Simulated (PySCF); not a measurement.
C4HNS4.
InChI=1S/C4HNS4/c5-1-2-3(6)9-4(7)8-2/h6H

Level of theory: TDDFT PBE0/def2-SVPD, vertical, gas phase, core orbitals frozen in the response in PySCF 2.14.0, density-fitted response routines. The structure is a single GFN2-xTB conformer in the gas phase; no vibrational or solvent corrections. Torsions of this conformer, `[N:1]#[C:2][c:3]1[s:4][c:5](=[S:6])[s:7][c:8]1[SH:9]`: H–S9–C8–S7 180°.

Broadening: Gaussians 0.3 eV wide at half height, area fixed by f = 4.319×10⁻⁹ ∫ε dν̃. The cross-section is σ = 3.8235×10⁻²¹ ε cm², given in Mb (10⁻¹⁸ cm²). The width is an assumption, not a result. The curve ends short of the highest state used, and states not computed would add to its high-energy end.

| E (eV) | σ (Mb) |
| --- | --- |
| 2.54 | 0.00 |
| 2.59 | 0.00 |
| 2.65 | 0.00 |
| 2.70 | 0.00 |
| 2.75 | 0.00 |
| 2.80 | 0.00 |
| 2.85 | 0.00 |
| 2.90 | 0.00 |
| 2.95 | 0.00 |
| 3.00 | 0.00 |
| 3.05 | 0.00 |
| 3.11 | 0.00 |
| 3.16 | 0.01 |
| 3.21 | 0.06 |
| 3.26 | 0.24 |
| 3.31 | 0.77 |
| 3.36 | 2.19 |
| 3.41 | 5.30 |
| 3.46 | 11.02 |
| 3.51 | 19.69 |
| 3.56 | 30.32 |
| 3.62 | 42.14 |
| 3.67 | 48.00 |
| 3.72 | 49.04 |
| 3.77 | 46.39 |
| 3.82 | 42.13 |
| 3.87 | 37.46 |
| 3.92 | 32.26 |
| 3.97 | 26.04 |
| 4.02 | 19.03 |
| 4.07 | 12.33 |
| 4.13 | 6.21 |
| 4.18 | 3.22 |
| 4.23 | 1.90 |
| 4.28 | 1.69 |
| 4.33 | 2.06 |

Q: Locate the maxima and give the states behind the curve.

A: 335 nm (3.71 eV), ε about 13000, made up of S2 (86%) and S3 (13%) (ε in L mol⁻¹ cm⁻¹; maxima over ε = 5, shares over 10%). At its high-energy end, 4.33 eV, the curve is still rising (ε about 540, from S6). The states used: S1 2.99 eV (f 0.0000); S2 3.67 eV (f 0.127); S3 3.91 eV (f 0.069); S4 3.92 eV (f 0.0055); S5 4.09 eV (f 0.0003); S6 4.44 eV (f 0.0082); S7 4.92 eV (f 0.0005); S8 4.93 eV (f 0.109).

Q: On this curve, what absorbance would a 10⁻⁵ mol/L sample give at 365 nm over a 1 cm path?

A: 365 nm is 3.397 eV, where ε is about 1100 L mol⁻¹ cm⁻¹, so A = ε c l ≈ 0.011 (Beer–Lambert, with the gas-phase spectrum and the assumed width).

Q: What would ε be at 3.71 eV, the highest of these maxima, with half the width (0.15 eV)?

A: About 19200 L mol⁻¹ cm⁻¹ against 12900, a factor of about 1.5; a lone state at its own centre would give exactly 2.

Q: Coming from long wavelengths, where does ε first pass 100 L mol⁻¹ cm⁻¹?

A: At about 378 nm (3.28 eV), 0.29 eV above S1.
